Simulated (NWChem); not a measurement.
System: CH$_{4}$F$_{3}$NSi; SMILES F[Si](F)(NC)F

```xyz
10

C     -0.0300     2.3804     0.0772
N      0.6919     1.1256     0.1152
Si     0.0185    -0.4090    -0.0068
F     -0.6718    -0.9887     1.3212
F      1.1634    -1.4572    -0.3985
F     -1.1460    -0.4208    -1.1075
H     -0.1633     2.8331     1.0753
H     -1.0293     2.2210    -0.3535
H      0.4800     3.1132    -0.5683
H      1.6785     1.1974     0.3355
```
Atoms are numbered in this order, from 1.

Computed with NWChem. Medium grid unless said otherwise, to which SCAN and Minnesota functionals are sensitive. The geometry was optimised at PBE0/def2-SVP. B3LYP is NWChem's, with the RPA form of VWN correlation. Total energies of different functionals are on different scales.

| level | energy (Ha) | highest occupied level (eV) | orbital gap (eV) | dipole (D) |
|---|---|---|---|---|
| PBE/def2-SVP | -683.5449 | -6.12 | 6.26 | 2.96 |
| B3LYP/def2-SVP | -684.1203 | -7.40 | 8.12 | 3.07 |
| Hartree-Fock/def2-SVP | -681.7174 | -11.48 | 15.68 | 3.39 |
| r2SCAN/def2-SVP | -683.8990 | -6.52 | 7.26 | 3.08 |
| PW6B95/def2-SVP | -684.7867 | -7.83 | 8.84 | 3.13 |
| PBE0/def2-SVP | -683.5879 | -7.71 | 8.77 | 3.13 |
